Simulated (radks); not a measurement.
Question: All-electron atom: the potassium ion K15+ in [He] 2s2. Method: scalar-relativistic Kohn-Sham, LDA (Slater exchange, Perdew-Wang correlation), spin-unpolarised, spherical densities, finite nucleus; Fermi nuclear charge, rms radius 3.4349 fm; computed with a radial shooting solver on a logarithmic mesh with Libxc functionals. Some entries of the table are withheld. Estimate them.

| orbital | occ. | eigenvalue (eV) | <1/r> (bohr^-1) | r(max) (bohr) |
|---|---|---|---|---|
| 1s | 2 | -4287.454 | 18.77 | 0.05302 |
| 2s | 2 | -935.1479 | 4.364 | (1) |
| 2p | 0 | -893.9575 | 4.287 | 0.2329 |
| 3s | 0 | -386.7155 | 1.858 | 0.7648 |
| 3d | 0 | (2) | (3) | (4) |

Answer: 
(1) 2s r(max) (bohr): 0.2938
(2) 3d eigenvalue (eV): -363.9092
(3) 3d <1/r> (bohr^-1): 1.798
(4) 3d r(max) (bohr): 0.5552
